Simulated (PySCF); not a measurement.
## Worked example: oscillator strength and radiative lifetime

Al(AsH2)(Me)2 (C2H8AlAs), SMILES [Al]([CH3])([AsH2])[CH3].

The structure is a stationary point at PBE-D3(BJ)/def2-SVP. The structure was generated by enumeration; whether it is a known compound was not checked.

PySCF 2.14.0 with TDA-PBE0/def2-SVPD puts the first singlet state with f over 0.02 at 5.46 eV (vertical), with the transition dipole (-0.982, -0.165, 0.202) in atomic units.

### Question
Find the oscillator strength, the wavelength and the radiative lifetime that this transition would have in vacuum if emission retraced absorption.

### Answer

|μ|² = 1.0324 au, so |μ| = 2.58 D. ΔE = 5.46/27.211 = 0.2007 hartree. f = (2/3) ΔE |μ|² = 0.138 (the program prints 0.138).
λ = 1239.84/5.46 = 227 nm; ν = 44038 cm⁻¹.
Einstein's coefficient A = 0.6670 ν² f s⁻¹ (ν in cm⁻¹) = 1.8e8 s⁻¹, so τ = 1/A = 5.6 ns. This state is S2; the lower singlet has f = 0.015. The figure is the radiative limit of this one transition; relaxation, internal conversion, crossing to triplets and a medium change what is measured.
